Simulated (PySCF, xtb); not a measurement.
## Isomers of C2H6OSi in order of energy

3 gas-phase structures of C2H6OSi, from a drawn sample of its isomers (lower ones may exist). Each was relaxed with GFN2-xTB:

A. `O/C=C\[SiH3]`, a singlet
B. `C=C(O)[SiH3]`, a singlet
C. `O/C=C/[SiH3]`, a singlet

Question: Which do you expect lowest at r2SCAN-D4/def2-SVP, and how would the others follow?

Answer: Calculated order at r2SCAN-D4/def2-SVP: A (0.0), C (0.1), B (3.1) kcal/mol. Less than 1 kcal/mol parts A and C, so the order within that pair means little.

Energies above the lowest of each column, in kcal/mol; the last columns are at B3LYP-D3(BJ)/def2-SVP geometries:

```tsv
structure	GFN2-xTB	HF/STO-3G	r2SCAN-D4/def2-SVP	B3LYP-D3(BJ)/def2-SVP	CCSD(T)/def2-SVP + ΔMP2/def2-TZVPP
A	1.9	0.9	0.0	0.1	0.6
C	1.6	1.3	0.1	0.0	0.0
B	0.0	0.0	3.1	2.5	2.7
```

CCSD(T)/def2-SVP + ΔMP2/def2-TZVPP puts C lowest, with A within 1 kcal/mol; GFN2-xTB picks B, HF/STO-3G picks B. CCSD(T)/def2-SVP + ΔMP2/def2-TZVPP orders those it was run on as C (0.0), A (0.6), B (2.7) kcal/mol. Less than 1 kcal/mol parts C and A, so the order within that pair means little. Flexible structures stand in one conformer each, not always the lowest. ΔMP2 is the change of the MP2 energy from the smaller to the larger basis.

Programs: PySCF 2.14.0, xtb 6.7.1.
